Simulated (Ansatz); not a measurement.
Born–Oppenheimer molecular dynamics of C3H9ClO3Si (17 atoms, charge 0, multiplicity 1). It starts from a relaxed structure.

All numbers below come from RKS B3LYP-D4/STO-3G in Ansatz 0.2.0.

```json
{
  "ensemble": "NVE (velocity Verlet)",
  "time step": "2.5 fs",
  "steps asked": "40",
  "starting velocities drawn for": "1000 K",
  "seed": "434019"
}
```

First frame:

```xyz
17
Properties=species:S:1:pos:R:3
Si -0.671 -0.149 0.271
O 0.040 -0.301 1.809
C -0.937 -0.002 2.867
H -1.802 -0.702 2.872
H -0.407 -0.112 3.834
H -1.335 1.035 2.810
Cl 0.951 -0.443 -1.069
O -1.364 1.389 0.125
C -1.979 1.601 -1.192
H -2.769 0.854 -1.424
H -2.448 2.604 -1.173
H -1.233 1.584 -2.016
O -1.899 -1.275 -0.056
C -1.436 -2.663 0.049
H -1.062 -2.918 1.066
H -2.304 -3.315 -0.170
H -0.631 -2.901 -0.681
```

(1) How far do the bonds stretch over the last three quarters of this one trajectory? (Pairs bonded in most of those frames.)

## Answers

(1) 
```csv
bond,mean (Å),spread (Å),shortest,longest
Si1–O2,1.711,0.037,1.65,1.79
Si1–Cl7,2.186,0.077,2.08,2.30
Si1–O8,1.701,0.049,1.62,1.78
Si1–O13,1.694,0.021,1.67,1.74
O2–C3,1.471,0.032,1.42,1.53
C3–H4,1.115,0.010,1.09,1.14
C3–H5,1.111,0.031,1.06,1.15
C3–H6,1.114,0.013,1.09,1.14
O8–C9,1.498,0.079,1.37,1.62
C9–H10,1.112,0.009,1.09,1.13
C9–H11,1.112,0.009,1.09,1.13
C9–H12,1.113,0.021,1.08,1.14
O13–C14,1.481,0.031,1.42,1.53
C14–H15,1.114,0.025,1.07,1.16
C14–H16,1.119,0.050,1.04,1.18
C14–H17,1.114,0.031,1.06,1.17
```

Mean temperature of the second half: 490 K. The conserved energy wandered by up to 12.7 meV per atom (net 10.5 meV per atom), which is poor conservation. Over the second half the temperature averaged 0.49 of the 1000 K drawn at the start: a run that starts near a minimum puts about half its kinetic energy into the potential. A step of 2.5 fs is long for free X–H stretches (periods near 10 fs) and can bias their spread and the temperature. A run of 0.1 ps of so small a system gives no equilibrium averages. Limits of this set-up: minimal basis.

The run took 4.3 min on 1 thread of Arm Neoverse V1, with other jobs on the host, peak memory 0.17 GiB.
